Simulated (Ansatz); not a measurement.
Reaction (hydrogen abstraction from the O–H bond): `[OH][InH][F]` + H• → `[O][InH][F]`• + H₂

Gas-phase electronic energies from Ansatz, PBE0-D4/def2-TZVP geometries. CCSD(T)/CBS is the MP2 limit (def2-TZVPP, def2-QZVPP) plus CCSD(T) − MP2 in def2-TZVPP, frozen cores. This one scheme is used for every species, atoms too. Functionals use def2-TZVPP. B3LYP here is the variant with VWN-RPA as its local correlation; programs differ in this. No spin–orbit coupling; open shells (•) take unrestricted orbitals. def2 core potentials past Kr. For In outer-core shells are correlated without core-valence functions, so the limit isn't a true one: a few kJ/mol of doubt a bond, and 10 to 20 or more in all where bonds break to atoms. One conformer a species, not always the lowest.

| level | ΔE (kJ/mol) | difference from CCSD(T)/CBS |
| --- | --- | --- |
| r2SCAN-D4 | 43.8 | -19.9 |
| PBE0-D4 | 57.4 | -6.3 |
| B3LYP-D4 | 37.0 | -26.7 |
| PBE | 62.1 | -1.6 |
| r2SCAN | 43.6 | -20.1 |
| PBE0 | 56.7 | -7.0 |
| HF/def2-TZVPP | 7.7 | -56.0 |
| CCSD/def2-TZVPP | 47.6 | -16.1 |
| HF/def2-QZVPP | 7.9 | -55.8 |
| MP2/CBS(def2) | 106.8 | 43.1 |
| CCSD(T)/CBS | 63.7 | 0 |

Largest T1 diagnostic among the species: 0.018.

From PBE to PBE0 (25 % exact exchange), in def2-TZVPP and without D4, ΔE moves by −5.3 kJ/mol. In def2-TZVPP, CCSD(T) changes the Hartree–Fock value by +46.8 kJ/mol (the triples alone add +6.8 kJ/mol) and MP2 by +89.9 kJ/mol.
